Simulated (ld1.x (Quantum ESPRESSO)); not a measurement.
**carbon (C), RRKJ: configuration errors across variants**

C, norm-conserving RRKJ (Kleinman–Bylander form), made with ld1.x (Quantum ESPRESSO) 7.5 (PW91, non-relativistic). Core [He], reference 2s2 2p2. Waves: 2s (bound): rc 1.05 bohr; 2p (bound): rc 1.55 bohr. Local part: all-electron potential smoothed inside 0.85 bohr (lloc = -1). Core correction: a·sin(br)/r model core inside 0.60 bohr. rho0 = 0.01.

All-electron excitation energies from the reference (eV): (1) 2s2 2p1 10.932; (2) 2s2 2p0 35.168; (3) 2s1 2p0 83.403; (4) 2s2 2p2.3 -1.175; (5) 2s1 2p2 19.652; (6) 2s2 2p1.5 3.996; (7) 2s0 2p4 16.920.

3 further variants failed, have other tests or another functional or relativity, and are left out.

Errors AE − PS in meV (a dash: test not solved or not reliable):

| change | (1) | (2) | (3) | (4) | (5) | (6) | (7) | bound ghosts |
| --- | --- | --- | --- | --- | --- | --- | --- | --- |
| base | +11 | +125 | +338 | +0.1 | -5.1 | +1.4 | +4.9 | none |
| local potential the s channel | +12 | +135 | +325 | +0.1 | -6.5 | +1.5 | +16 | none |
| wave 2p (bound): rc 1.55 bohr becomes 2p (bound): rc 2.34 bohr | +70 | +638 | +1297 | +0.9 | -76 | +10 | -58 | none |
| local potential all-electron potential smoothed inside 1.56 bohr (lloc = -1) | +9.3 | +117 | +323 | 0.0 | -6.7 | +1.0 | +4.9 | none |
| local potential all-electron potential smoothed inside 1.48 bohr (lloc = -1) | +9.7 | +119 | +327 | +0.1 | -6.2 | +1.1 | +4.9 | none |

(1) Give the same row for: core correction a·sin(br)/r model core inside 0.44 bohr.

## Answers

(1) +9.8, +111, +287, +0.1, -5.3, +1.2, +3.2; bound ghosts: none.
